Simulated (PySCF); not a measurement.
**How methods differ on the excitation energy of W⁺**

W⁺ [Xe] 4f14 5d4 6s1 (6D) → W⁺ [Xe] 4f14 5d3 6s1 7s1 (6F), as a difference of total energies. Computed with PySCF 2.14 in aug-cc-pVTZ-PP with ECP60MDF (6s6p5d3f2g, 88 functions), with a scalar-relativistic core potential. Correlated levels: valence: 5s2 5p6 frozen. The calculations carry no spin-orbit coupling.

```csv
method,excitation energy (eV)
UHF,10.142
PBE,10.836
PBE0,10.837
r2SCAN,10.918
BP86,10.887
M06,11.098
TPSSh,10.769
MP2 (valence),10.598
SCS-MP2 (valence),10.294
```

Estimate what B2PLYP gives.

10.635 eV, closest to MP2 (valence) among the rows shown.

Estimate what LDA gives.

11.009 eV, closest to M06 among the rows shown.

The promoted electron is Rydberg-like, and one or two diffuse shells describe it only roughly, which tends to raise the upper state.
